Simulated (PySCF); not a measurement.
Field gradients from PBE0/pcSseg-1 densities (PySCF, non-relativistic) at GFN2-xTB geometries, isolated species, one conformer each; χzz is the principal value of largest magnitude, with Q(35Cl) = −0.0817 b, Q(14N) = 0.02044 b, Q(33S) = −0.0678 b. GFN2-xTB bond lengths can be off by several hundredths of an ångström, more for odd bonds, and the gradients follow them. With so small a basis the couplings can be 20 % off.

(1) These 35Cl couplings (χzz in MHz, η) are listed in rising order: (-79.23, 0.06); (-75.99, 0.04); (-69.68, 0.07); (-39.31, 0.02). Assign them to: the aryl chlorine of `Clc1pc(C2CC2)cs1`; the alkyl chlorine of `ClC/C=C1/C[SiH2]1`; the alkyl chlorine of `C=CC[C@@H]1C=C[C@@H](Cl)[C@H]1[SiH3]`; the silicon-bound chlorine of `C#C[C@@H](CC)[Si@@H](Cl)C(=C)C`.

(2) Rank these 14N sites by the size of the quadrupole coupling, smallest first.
A. N9 (pyridine-type nitrogen) in `[CH3:1][CH2:2][n:3]1[cH:4][c:5]([S:6][CH3:7])[n:8][n:9]1`
B. N6 (hydrazine nitrogen) in `[CH3:1][CH:2]([CH3:3])[N:4]([CH3:5])[NH:6][SiH3:7]`
C. The aniline-type nitrogen of `C#Cc1pcsc1N(C)C`
D. The silicon-bound nitrogen of `N[SiH2][C@@H]([SiH3])[SiH2]C(F)(F)F`

(3) Rank these 33S sites by the size of the quadrupole coupling, smallest first.
A. The thiophene-type sulfur of `C#Cc1pcsc1N(C)C`
B. The thiol sulfur of `SCc1cn[n-]c1`
C. The sulfide sulfur of `C[C@@H]1CC(OC(F)F)=C(Cl)S1`
D. The sulfide sulfur of `C=Cc1nc(SC)ccp1`

Results:

(1) -79.23 MHz, η 0.06: the aryl chlorine of `Clc1pc(C2CC2)cs1`; -75.99 MHz, η 0.04: the alkyl chlorine of `ClC/C=C1/C[SiH2]1`; -69.68 MHz, η 0.07: the alkyl chlorine of `C=CC[C@@H]1C=C[C@@H](Cl)[C@H]1[SiH3]`; -39.31 MHz, η 0.02: the silicon-bound chlorine of `C#C[C@@H](CC)[Si@@H](Cl)C(=C)C`.

(2) D (4.344 MHz), A (4.821 MHz), C (5.764 MHz), B (6.056 MHz).

(3) A (30.06 MHz), D (39.20 MHz), B (42.38 MHz), C (47.06 MHz).

All sites together:

```tsv
nucleus	site	Vzz (au)	η	χzz (MHz)
35Cl	the aryl chlorine of Clc1pc(C2CC2)cs1	4.127	0.06	-79.23
35Cl	the alkyl chlorine of ClC/C=C1/C[SiH2]1	3.959	0.04	-75.99
35Cl	the alkyl chlorine of C=CC[C@@H]1C=C[C@@H](Cl)[C@H]1[SiH3]	3.630	0.07	-69.68
35Cl	the silicon-bound chlorine of C#C[C@@H](CC)[Si@@H](Cl)C(=C)C	2.048	0.02	-39.31
14N	N9 (pyridine-type nitrogen) in [CH3:1][CH2:2][n:3]1[cH:4][c:5]([S:6][CH3:7])[n:8][n:9]1	-1.004	0.68	-4.821
14N	N6 (hydrazine nitrogen) in [CH3:1][CH:2]([CH3:3])[N:4]([CH3:5])[NH:6][SiH3:7]	-1.261	0.61	-6.056
14N	the aniline-type nitrogen of C#Cc1pcsc1N(C)C	-1.200	0.08	-5.764
14N	the silicon-bound nitrogen of N[SiH2][C@@H]([SiH3])[SiH2]C(F)(F)F	-0.904	0.32	-4.344
33S	the sulfide sulfur of C=Cc1nc(SC)ccp1	-2.460	0.87	39.20
33S	the thiophene-type sulfur of C#Cc1pcsc1N(C)C	1.887	0.67	-30.06
33S	the thiol sulfur of SCc1cn[n-]c1	-2.660	0.70	42.38
33S	the sulfide sulfur of C[C@@H]1CC(OC(F)F)=C(Cl)S1	-2.954	0.70	47.06
```
